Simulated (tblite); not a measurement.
Compound: C₇H₁₂O₂P (charge -1).
Structure used (GFN2-xTB), in Å, numbered top down from 1:
```
atom  x, y, z in Å
C1     3.035   -0.482    1.605
C2     2.418   -0.760    0.614
C3     1.709   -1.129   -0.569
P4     0.469    0.119   -1.282
O5    -0.150   -0.575   -2.448
O6     1.147    1.426   -1.491
C7    -0.827    0.292    0.083
C8    -1.387   -1.064    0.480
C9    -0.264    1.041    1.278
C10   -1.902    1.130   -0.595
H11    3.543   -0.176    2.471
H12    1.199   -2.087   -0.443
H13    2.408   -1.220   -1.409
H14   -1.612   -1.634   -0.419
H15   -2.304   -0.953    1.066
H16   -0.666   -1.621    1.077
H17    0.455    0.427    1.815
H18    0.250    1.932    0.925
H19   -1.061    1.337    1.966
H20   -1.451    2.051   -0.962
H21   -2.721    1.377    0.088
H22   -2.298    0.588   -1.451
```

Computed geometry: GFN2-xTB, gas phase.

Masses are those of the commonest isotopes; rigid-rotor values at the optimised geometry. The values belong to one conformer with, in the numbering `[CH:1]#[C:2][CH2:3][P@:4](=[O:5])([O-:6])[C:7]([CH3:8])([CH3:9])[CH3:10]`, C2–C3–P4–O5 -177°.

(1) Give the principal moments of inertia and the rotational constants in cm⁻¹.

(2) What kind of rotor is it?

(3) Is it planar, by Δ = Ic − Ia − Ib?

(4) Where do the levels up to J = 5 lie, in MHz?

## Answers

(1) Ia = 336.34, Ib = 496.19, Ic = 602.37 u·Å²; 505379 MHz·u·Å²/I gives 1503, 1019 and 839.0 MHz, that is A = 0.05012, B = 0.03397, C = 0.02799 cm⁻¹.

(2) An asymmetric top; Ray's κ = -0.459.

(3) Not planar: Δ = Ic − Ia − Ib = -230.16 u·Å². For a rigid frame Δ = −2 Σ m c², so Σ m c² = 115.08 u·Å² lies off the ab plane: 21.88 from hydrogen and 93.20 from heavier atoms. The atom farthest from that plane is 2.11 Å away.

(4) Above 0(0,0):
J = 1: 1(0,1) 1858, 1(1,1) 2342, 1(1,0) 2521
J = 2: 2(0,2) 5531, 2(1,2) 5877, 2(1,1) 6416, 2(2,1) 7868, 2(2,0) 7909
J = 3: 3(0,3) 10951, 3(1,3) 11157, 3(1,2) 12228, 3(2,2) 13440, 3(2,1) 13635, 3(3,1) 16333, 3(3,0) 16339
J = 4: 4(0,4) 18056, 4(1,4) 18160, 4(1,3) 19914, 4(2,3) 20838, 4(2,2) 21357, 4(3,2) 23831, 4(3,1) 23872, 4(4,1) 27789, 4(4,0) 27790
J = 5: 5(0,5) 26822, 5(1,5) 26869, 5(1,4) 29406, 5(2,4) 30034, 5(2,3) 31068, 5(3,3) 33208, 5(3,2) 33364, 5(4,2) 37168, 5(4,1) 37175, 5(5,1) 42249, 5(5,0) 42249

Its GFN2-xTB frequencies are all real (lowest 20 cm⁻¹). These are rigid-rotor constants of the computed structure; measured ground-state constants (B0) also hold zero-point vibration.
